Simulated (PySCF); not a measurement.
**Orbital picture of AlCd⁺**

PBE0 at R = 3.043 Å; Al def2-SVPD, Cd def2-SVPD with ECP28; scalar-relativistic core potentials (PySCF 2.14). State: ¹Σ⁺ (singlet), closed shell. Only the outer orbitals are listed, counted within each symmetry, core potentials removing the inner ones.

```csv
orbital,occ.,ε (eV),on Al (%),main shells (%)
6σ,2,-19.44,1,99 Cd d
3π,2,-19.36,0,100 Cd d
3π,2,-19.36,0,100 Cd d
1δ,2,-19.32,0,100 Cd d
1δ,2,-19.32,0,100 Cd d
7σ,2,-14.76,87,"86 Al s, 10 Cd s"
8σ,2,-11.41,33,"67 Cd s, 18 Al p, 13 Al s"
4π,0,-7.29,93,92 Al p
4π,0,-7.29,93,92 Al p
9σ,0,-7.10,59,"61 Al p, 20 Cd p, 20 Cd s"
```

Which are the highest filled and the lowest empty level, where do they sit, and how wide is the gap?

Highest filled 8σ at -11.41 eV (in %: 67 Cd s, 18 Al p, 13 Al s); lowest empty 4π at -7.29 eV (in %: 92 Al p); the gap at PBE0 is 4.12 eV.

| Quantity | Value |
| --- | --- |
| bond order (Mayer) | 0.75 |
| ⟨S²⟩ | 0.000 |
| charge on Al (Mulliken, basis-dependent) | 0.57 |
| charge on Al (Löwdin, basis-dependent) | 0.51 |
| dipole moment (positive dipole points towards Cd; it is taken about the centre of mass and depends on that origin) | -5.79 D |
| polarisability along the bond | 129.3 bohr³ |
| polarisability across the bond | 54.4 bohr³ |

Closed-shell solutions of metal pairs were not tested for spin polarisation, which can lower them a little.
